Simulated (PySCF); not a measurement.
C3H8Si.

```xyz
12

Si     0.4798    -0.4210     0.4387
C      1.9341     0.2530    -0.5569
C     -1.1484    -0.0898    -0.4312
C     -2.1336     0.6606     0.0811
H      0.6625    -1.8941     0.6251
H      0.4254     0.2240     1.7856
H      1.8431     1.3425    -0.6918
H      2.8899     0.0465    -0.0490
H      1.9734    -0.2120    -1.5553
H     -1.3049    -0.5281    -1.4273
H     -3.0712     0.8434    -0.4568
H     -2.0483     1.1283     1.0690
```

Geometry: B3LYP-D3(BJ)/def2-SVP. The values are those of a single conformer.

These are B3LYP/pcSseg-1 (PySCF) values and carry that method's errors. Non-relativistic, no solvent.

Computed absolute GIAO shielding of each atom: isotropic value and principal components (ppm):
| atom | σ(iso) | σ11 | σ22 | σ33 | span |
|---|---|---|---|---|---|
| Si1 | 375.3 | 335.7 | 380.9 | 409.4 | 73.7 |
| C2 | 183.9 | 180.4 | 182.2 | 189.0 | 8.6 |
| C3 | 35.0 | -88.9 | 24.8 | 169.1 | 258.0 |
| C4 | 35.4 | -91.7 | 45.7 | 152.3 | 244.0 |
| H5 | 27.1 | 24.3 | 25.4 | 31.5 | 7.3 |
| H6 | 27.3 | 24.4 | 26.1 | 31.4 | 7.0 |
| H7 | 31.1 | 27.2 | 28.9 | 37.3 | 10.1 |
| H8 | 31.1 | 27.2 | 28.0 | 38.3 | 11.1 |
| H9 | 31.0 | 27.0 | 28.7 | 37.4 | 10.4 |
| H10 | 25.1 | 22.6 | 25.1 | 27.7 | 5.2 |
| H11 | 25.2 | 22.1 | 24.7 | 28.9 | 6.9 |
| H12 | 25.2 | 21.7 | 24.9 | 29.1 | 7.4 |
